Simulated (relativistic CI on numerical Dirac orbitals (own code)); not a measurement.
Ca6+: computed level list

Method of calculation: Dirac-Coulomb-Breit CI, separate exchange-only KLI orbitals for each configuration, a model potential for QED, valence Slater integrals scaled by 0.9, configuration energies shifted to the measured levels that pair with them (semi-empirical) (own radial code, finite nucleus).

Configuration list (outside the closed core [Ne]): 3s2 3p2, 3s 3p3, 3s2 3p 3d, 3s2 3p 4s, 3p4, 3s2 3d2, 3s 3p2 3d, 3p2 3d2, 3p3 3d, 3s 3p 3d2, 3s2 3p 4p, 3s2 3p 4d, 3s2 3p 4f, 3s 3p2 4s, 3s2 3p 5s, 3s 3p2 4p, 3s2 3p 5p, 3s2 3d 4s, 3s2 3p 5d, 3s 3p2 4d, 3s2 3p 5f, 3s2 3p 5g, 3s 3p2 4f, 3s2 3d 4p, 3p3 4s, 3s 3p2 5s, 3s 3p2 5p, 3s 3p 3d 4s, 3p3 4p, 3s 3p2 5d. Levels of other configurations are missing.

The lowest level is 3s2 3p2 3P_0, with 96 % of that term; Hund's rules for 3s2 3p2 give 3P with J = 0, in agreement.

```tsv
No.	Configuration	Term	J	E (cm⁻¹)	%	Landé g
1	3s2 3p2	3P	0	0	96	
2	3s2 3p2	3P	1	1613	96	1.501
3	3s2 3p2	3P	2	4045	95	1.495
4	3s2 3p2	1D	2	21981	95	1.005
5	3s2 3p2	1S	0	48539	94	
6	3s 3p3(4S°)	5S°	2	115201	99	2.001
7	3s 3p3(2D°)	3D°	1	160794	87	0.504
8	3s 3p3(2D°)	3D°	2	160852	86	1.170
9	3s 3p3(2D°)	3D°	3	161164	87	1.334
10	3s 3p3(2P°)	3P°	0	184793	88	
11	3s 3p3(2P°)	3P°	1	184833	87	1.496
12	3s 3p3(2P°)	3P°	2	184868	86	1.495
13	3s 3p3(2D°)	1D°	2	204441	54	1.003
14	3s 3p3(4S°)	3S°	1	244283	89	1.934
15	3s2 3p 3d	3F°	2	249163	97	0.666
16	3s2 3p 3d	3F°	3	250578	97	1.083
17	3s 3p3(2P°)	1P°	1	252486	80	1.067
18	3s2 3p 3d	3F°	4	252563	97	1.250
19	3s2 3p 3d	3P°	2	286003	65	1.380
20	3s2 3p 3d	3P°	1	287902	83	1.474
21	3s2 3p 3d	3P°	0	288678	86	
22	3s2 3p 3d	1D°	2	289292	42	1.111
23	3s2 3p 3d	3D°	1	295391	83	0.526
24	3s2 3p 3d	3D°	2	296006	83	1.176
25	3s2 3p 3d	3D°	3	296364	85	1.333
26	3s2 3p 3d	1F°	3	325838	96	1.000
27	3s2 3p 3d	1P°	1	333046	86	0.999
28	3p4‡	3P	2	349034	54	1.489
29	3p4‡	3P	1	351463	55	1.501
30	3p4‡	3P	0	352395	55	
31	3p4‡	1D	2	359815	62	1.011
32	3s 3p2(3P)<4P> 3d‡	5F	1	364739	99	0.003
33	3s 3p2(3P)<4P> 3d‡	5F	2	365202	99	1.004
34	3s 3p2(3P)<4P> 3d‡	5F	3	365921	99	1.253
35	3s 3p2(3P)<4P> 3d‡	5F	4	366920	99	1.352
36	3s 3p2(3P)<4P> 3d‡	5F	5	368230	100	1.400
37	3s 3p2(3P)<4P> 3d‡	5D	0	374193	99	
38	3s 3p2(3P)<4P> 3d‡	5D	1	374326	99	1.496
39	3s 3p2(3P)<4P> 3d‡	5D	2	374592	99	1.496
40	3s 3p2(3P)<4P> 3d‡	5D	3	374992	98	1.497
41	3s 3p2(3P)<4P> 3d‡	5D	4	375540	98	1.497
42	3s 3p2(1D)<2D> 3d‡	3F	2	390750	92	0.666
43	3s 3p2(1D)<2D> 3d‡	3F	3	391634	92	1.084
44	3s 3p2(1D)<2D> 3d‡	3F	4	392887	91	1.252
45	3p4‡	1S	0	406642	59
```

Energies count from the lowest computed level; ° marks odd parity. Percentages are summed over parent terms; the parents shown are those of the largest component, closed shells are left out there, and <> holds an intermediate term. ‡ marks configurations that were not tied to measured data.

The mean weight of the leading LS term, summed over parents, in these 45 levels is 86 %, and that of the leading jj configuration (from the same eigenvectors) 55 %, so LS coupling describes them better.

Configurations whose levels could be paired with our table of measured levels were shifted onto them, all but the ground configuration, by the median error of their levels; single terms can still be off by 1,000 to 2,000 cm⁻¹ or more, and rates follow the energies as ν³ (E1, M1) or ν⁵ (E2). The others borrow a shift and can be off by several thousand cm⁻¹ or more. 21 of the 21 excited levels that our extract of the measured tables holds in this range could be paired (the sources list more); they are missed by 352 cm⁻¹ on average and 958 at most, after the shifts were fitted to these levels, and levels without a partner can miss by more.

Landé's interval rule says that E(J) − E(J−1) = AJ with one A. For the ground term the intervals give A = 1613.3, 1215.6 cm⁻¹ for J = 1, 2; the multiplet is regular.

LS names give the leading component of a level, which can be under half, so a name can repeat, a term be missing and a line seem to break the LS rules.
